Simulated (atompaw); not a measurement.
**Which change was made? (Si, PAW (atompaw))**

* Element: silicon (Si)
* Generator: atompaw 4.2.0.5
* Type: PAW
* Functional: PBE
* Relativity: scalar-relativistic
* Frozen core: [Ne]
* Valence charge: 4
* Reference configuration: 3s1.75 3p2.25
* Partial waves: 3s (bound): rc 1.90 bohr; 3s channel at -0.15 Ry: rc 1.90 bohr; 3p (bound): rc 2.30 bohr; 3p channel at 1.6 Ry: rc 2.30 bohr
* Local potential: troulliermartins scheme with l = 2 at 0.5 Ry, radius 1.60 bohr
* Core correction: smooth core density matched at 1.90 bohr
* Augmentation charge: besselshape compensation charge, radius 2.00 bohr; PAW radius 2.30 bohr; waves and projectors: custom rrkj gramschmidtortho

Cutoffs, loose and tight: the cutoffs (Ry, on a coarse ladder) from which the occupation-weighted sum of valence levels, in a spherical-Bessel basis at the reference potential, stays within 10 and 1 mRy of its value at 400 Ry. They see the waves, projectors and local potential, not the compensation charge or the core.

The base gives: outcome: generated, no UPF (negative core plus compensation charge); cutoff, loose: 8 Ry; cutoff, tight: 12 Ry; bound ghosts: none.

Task: After one change the result is: outcome: generated, no UPF (negative core plus compensation charge); cutoff, loose: 10 Ry; cutoff, tight: 15 Ry; bound ghosts: none. Which change was it?
A. all radii scaled by about 0.74 (s 1.40, p 1.70 bohr); local potential troulliermartins scheme with l = 2 at 0.5 Ry, radius 1.18 bohr; augmentation besselshape compensation charge, radius 1.48 bohr; PAW radius 1.70 bohr; waves and projectors: custom rrkj gramschmidtortho; core correction smooth core density matched at 1.40 bohr
B. all radii scaled by about 0.97 (s 1.84, p 2.22 bohr); local potential troulliermartins scheme with l = 2 at 0.5 Ry, radius 1.56 bohr; augmentation besselshape compensation charge, radius 1.94 bohr; PAW radius 2.22 bohr; waves and projectors: custom rrkj gramschmidtortho; core correction smooth core density matched at 1.84 bohr
C. all radii scaled by about 1.17 (s 2.22, p 2.70 bohr); local potential troulliermartins scheme with l = 2 at 0.5 Ry, radius 1.88 bohr; augmentation besselshape compensation charge, radius 2.34 bohr; PAW radius 2.70 bohr; waves and projectors: custom rrkj gramschmidtortho; core correction smooth core density matched at 2.22 bohr

Result: B. The others give: all radii scaled by about 0.74 (s 1.40, p 1.70 bohr); local potential troulliermartins scheme with l = 2 at 0.5 Ry, radius 1.18 bohr; augmentation besselshape compensation charge, radius 1.48 bohr; PAW radius 1.70 bohr; waves and projectors: custom rrkj gramschmidtortho; core correction smooth core density matched at 1.40 bohr → outcome: generated; cutoff, loose: 18 Ry; cutoff, tight: 21 Ry; bound ghosts: s | all radii scaled by about 1.17 (s 2.22, p 2.70 bohr); local potential troulliermartins scheme with l = 2 at 0.5 Ry, radius 1.88 bohr; augmentation besselshape compensation charge, radius 2.34 bohr; PAW radius 2.70 bohr; waves and projectors: custom rrkj gramschmidtortho; core correction smooth core density matched at 2.22 bohr → outcome: generated; cutoff, loose: 6 Ry; cutoff, tight: 10 Ry; bound ghosts: none.
